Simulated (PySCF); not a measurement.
**Core-level binding energies of `C#C[SiH2][GeH2][CH2]C`**

Compound: C4H10GeSi.
Geometry (PBE0-D3(BJ)/def2-SVP, Å), atoms numbered from 1 in this order:
```xyz
16
C4H10GeSi angstrom
C      2.4219    0.7081    1.8667
C      2.1490    0.0334    0.8904
Si     1.6445   -0.9334   -0.5890
Ge    -0.2615    0.1580   -1.5246
C     -1.3970    0.7924   -0.0509
C     -1.7623   -0.3030    0.9419
H      2.6750    1.2975    2.7301
H      1.3056   -2.3222   -0.1521
H      2.7917   -1.0025   -1.5430
H      0.1883    1.3398   -2.4087
H     -1.0438   -0.8360   -2.4120
H     -2.2977    1.2468   -0.4948
H     -0.8451    1.6044    0.4495
H     -2.3078   -1.1293    0.4590
H     -2.4016    0.0828    1.7521
H     -0.8646   -0.7324    1.4156
```

Method: delta-SCF UKS SCAN, pcX-2 on the ionised atom, pcseg-1 elsewhere, spin-free X2C (PySCF). Binding energies are ΔSCF values: E(core-ionised, relaxed orbitals) − E(ground state) at a fixed geometry, referred to the vacuum level.

Problem. Give the core binding energies atom by atom.

Solution. 
```json
{"atom(s)": "Si3", "environment": "SiH2 silicon", "level": "Si 1s", "binding energy (eV)": "1846.46", "2p1/2 (eV)": "–", "above the level's lowest (eV)": "0.00", "count": "1"}
{"atom(s)": "C6", "environment": "methyl carbon", "level": "C 1s", "binding energy (eV)": "290.59", "2p1/2 (eV)": "–", "above the level's lowest (eV)": "+0.44", "count": "1"}
{"atom(s)": "C1", "environment": "terminal alkyne carbon", "level": "C 1s", "binding energy (eV)": "290.27", "2p1/2 (eV)": "–", "above the level's lowest (eV)": "+0.12", "count": "1"}
{"atom(s)": "C2", "environment": "alkyne carbon", "level": "C 1s", "binding energy (eV)": "290.18", "2p1/2 (eV)": "–", "above the level's lowest (eV)": "+0.03", "count": "1"}
{"atom(s)": "C5", "environment": "sp3 carbon bound to germanium", "level": "C 1s", "binding energy (eV)": "290.15", "2p1/2 (eV)": "–", "above the level's lowest (eV)": "0.00", "count": "1"}
{"atom(s)": "Si3", "environment": "SiH2 silicon", "level": "Si 2p3/2", "binding energy (eV)": "106.69", "2p1/2 (eV)": "107.31", "above the level's lowest (eV)": "0.00", "count": "1"}
```

The listed C 1s values span 0.44 eV, from C5 (bonded to C, 2 H and Ge) to C6 (bonded to C and 3 H). The widest gap between neighbouring values is 0.32 eV, between 290.27 and 290.59 eV. Summing the Pauling electronegativity differences to the bonded atoms, each weighted by its formal bond order, gives -1.24 for the lowest site and -1.05 for the highest; the largest sum, -0.35, belongs to C1, 0.32 eV below the top. The values 290.15 and 290.18 eV lie too close for their order to be trusted.

Problem. Which effective nuclear charge Zeff reproduces each element's mean 1s value in the hydrogen-like formula E = 13.606 eV × Zeff²?

Solution. C (Z = 6): mean 290.3 eV, Zeff = 4.62, Z − Zeff = 1.38; Si (Z = 14): mean 1846.5 eV, Zeff = 11.65, Z − Zeff = 2.35. Means run over the listed sites, weighted by atom count.

Problem. Give the binding energy of C 1s of C2 in hartree and in kJ/mol.

Solution. 290.18 eV = 10.6639 Eh = 27998 kJ/mol.

Spin contamination (⟨S²⟩ against 0.75 for a pure doublet) is marked for C 1s of C2 (0.87), which makes this value less certain. Spin–orbit and ligand-field terms were added within each 2p shell after the spin-free SCF. 2p1/2 minus 2p3/2 (ligand field included): Si 0.62 eV. No level of germanium is listed. Geometry: PBE0-D3(BJ)/def2-SVP, one conformer, isolated molecule.
